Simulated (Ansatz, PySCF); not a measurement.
This triplet is an excited state, 0.24 eV above the relaxed singlet at the level B3LYP-D3(BJ)/def2-TZVP // r2SCAN-D4/def2-SVP (PySCF).

Species: [Co(H2O)5(NH3)]3+ (charge 3, multiplicity 3).

Problem. Give a relaxed geometry from r2SCAN-D4/def2-SVP run with Ansatz (an electronic-structure program).

Solution. Several could match; the one computed here: the end point of this relaxation, one of several conformers.
Cartesian coordinates (Å) in one orientation:
```xyz
20

Co     0.065     0.027    -0.003
O      1.124    -1.705     0.141
H      0.899    -2.457     0.725
H      1.940    -1.956    -0.338
O      0.986     0.444    -1.725
H      1.899     0.736    -1.930
H      0.553     0.307    -2.594
O     -1.054     1.698    -0.198
H     -1.901     1.873     0.263
H     -0.809     2.528    -0.657
O     -1.361    -0.954    -0.921
H     -1.227    -1.853    -1.288
H     -2.062    -0.516    -1.450
O     -0.910    -0.480     1.663
H     -0.700    -0.398     2.617
H     -1.766    -0.954     1.604
N      1.416     0.992     1.019
H      2.065     0.337     1.487
H      0.973     1.579     1.746
H      1.986     1.633     0.443
```
